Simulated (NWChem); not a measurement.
System: hydrogen bromide (HBr); SMILES Br

```xyz
2

Br     0.0000     0.0000     0.0493
H      0.0000     0.0000    -1.3730
```
Atoms are numbered in this order, from 1.

Computed with NWChem. The geometry was optimised at PBE0/def2-SVP. GIAO values for the isolated, static molecule; σ is the absolute isotropic shielding. Spin-orbit effects, on the heavy nuclei and on their neighbours, are missing.

| level | basis functions | σ Br1 (ppm) | σ H2 (ppm) |
|---|---|---|---|
| B3LYP/pcSseg-0 | 27 | [?] | [?] |
| B3LYP/pcSseg-1 | 46 | 2544.2 | 31.31 |
| B3LYP/pcSseg-2 | 77 | 2552.6 | 31.27 |
| B3LYP/pcSseg-3 | 124 | 2554.1 | 31.36 |

Problem. Some entries are withheld; supply them.

Solution. 
- B3LYP/pcSseg-0, σ Br1 (ppm): 2505.0
- B3LYP/pcSseg-0, σ H2 (ppm): 33.26
